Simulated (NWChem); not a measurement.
Species: CH6InN; SMILES [NH2][InH][CH3]

```xyz
9

In    -0.3130    -0.0076     0.0235
H     -2.0149     0.2878    -0.0177
C      0.7600    -1.8794    -0.0094
H      0.4669    -2.4992     0.8509
H      1.8445    -1.7060     0.0298
H      0.5212    -2.4370    -0.9271
N      0.8238     1.6636     0.1170
H      1.8367     1.6699     0.1474
H      0.4570     2.6079     0.1387
```
Atoms are numbered in this order, from 1.

Level: PBE0/def2-SVP with def2 effective core potentials on In (NWChem), optimised geometry, unscaled harmonic frequencies. def2 effective core potentials on In; no spin-orbit coupling.

Question: List the harmonic frequencies with IR intensities, and the thermochemistry.

Answer: 
```
frequency (cm⁻¹)  IR intensity (km/mol)
----------------  ---------------------
47                                  0.1
124                                 3.0
174                               209.2
319                                 0.5
448                                83.3
472                                10.1
510                                 6.9
612                                56.7
673                                83.6
701                                29.3
736                                67.0
1187                                1.6
1431                                1.6
1432                                2.3
1513                               10.2
1794                              215.7
3068                                7.5
3176                                3.1
3188                                3.7
3611                               14.6
3723                               20.6
```

| Quantity | Result |
|---|---|
| zero-point energy | 41.4 kcal/mol |
| thermal correction to the enthalpy at 298.15 K (with zero-point energy) | 46.1 kcal/mol |
| heat capacity Cv | 21.3 cal/(mol K) |
| entropy at 298.15 K and 1 atm (symmetry number 1) | 81.0 cal/(mol K) |

Rigid rotor and harmonic oscillator; modes under 100 cm⁻¹ make the entropy uncertain.
